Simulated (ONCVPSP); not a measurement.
# Configuration tests for Si (ONCV)

```
Element                 : silicon (Si)
Generator               : ONCVPSP 4.0.1
Type                    : optimised norm-conserving Vanderbilt (ONCV)
Functional              : PBE
Relativity              : scalar-relativistic
Frozen core             : [Ne]
Valence charge          : 4
Reference configuration : 3s2 3p2
Partial waves           : 3s: rc 1.60 bohr, ncon 4, nbas 8, qcut 4.6 1/bohr, local; 3p: rc 2.20 bohr, ncon 3, nbas 6, qcut 4.5 1/bohr, 2 projectors, debl 1.9 Ha; d scattering state at 0.19 Ha: rc 2.30 bohr, ncon 4, nbas 7, qcut 4.2 1/bohr, 2 projectors, debl 2.5 Ha
Local potential         : the s channel
Core correction         : none
```

Energies are relative to the spin-unpolarised reference configuration 3s2 3p2; without spin polarisation the order of configurations can differ from experiment.

Problem. Give the all-electron excitation energy and the error of the potential for: 3s2 3p1; 3s2 3p0; 3s1 3p0; 3s1 3p3.

Solution.

```tsv
valence configuration	charge	ΔE all-electron (eV)	error AE − PS (meV)
3s2 3p1	+1	7.740	-1.5
3s2 3p0	+2	23.733	-5.2
3s1 3p0	+3	57.704	+65
3s1 3p3	0	6.814	+3.1
```
